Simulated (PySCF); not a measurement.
AgF, SMILES [F][Ag], multiplicity 1. Heavy atoms are numbered as in [Ag:1][F:2].

Geometry optimised at B3LYP-D3(BJ)/def2-TZVPD. The multiplicity is an assumed one; other spin states were not compared. The def2 effective core potentials stand for the cores of Ag; spin–orbit coupling is left out.

Level of theory: PySCF with PBE/def2-TZVPD.

Mulliken values depend strongly on the basis, most of all with diffuse functions as here. ESP charges are fitted to the potential on shells at 1.4 to 2.0 van der Waals radii. Atomic charges (e), one atom of each kind:

| atom | ESP fit | Mulliken |
|---|---|---|
| Ag1 | 0.54 | 0.66 |
| F2 | -0.54 | -0.66 |
